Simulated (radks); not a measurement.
Charge is removed step by step from the 3d up level of the vanadium ion V3+, starting from [Ar] 3d(up 2, down 0). Calculated with a radial shooting solver on a logarithmic mesh with Libxc functionals: scalar-relativistic Kohn-Sham, LDA (Slater exchange, Perdew-Wang correlation), spin-polarised, spherical densities, finite nucleus; Fermi nuclear charge, rms radius 3.6002 fm.

| removed (e) | E - E(0) (eV) | eigenvalue (eV) | E minus straight line (eV) |
|---|---|---|---|
| 0 | 0.000 | -38.071 | 0.000 |
| 0.125 | 4.891 | -40.191 | -0.966 |
| 0.25 | 10.049 | -42.346 | -1.664 |
| 0.375 | 15.479 | -44.538 | -2.091 |
| 0.5 | 21.185 | -46.763 | -2.241 |
| 0.625 | 27.171 | -49.022 | -2.112 |
| 0.75 | 33.442 | -51.314 | -1.698 |
| 0.875 | 40.001 | -53.639 | -0.995 |
| 1 | 46.852 | -55.995 | 0.000 |

Removing the whole electron costs 46.852 eV by Delta-SCF, against 38.071 eV from minus the eigenvalue at the starting occupation. Slater's transition state (half an electron removed) gives 46.763 eV. Integrating minus the eigenvalue over the occupation (Janak's theorem) gives 46.853 eV. In this scalar-relativistic scheme the density is built from large components alone, so the theorem holds only approximately. The mean slope of the eigenvalue, de/dn, is 17.9 eV per electron. Ionisation energy of V3+ in the NIST Atomic Spectra Database: 46.709 eV (measured).
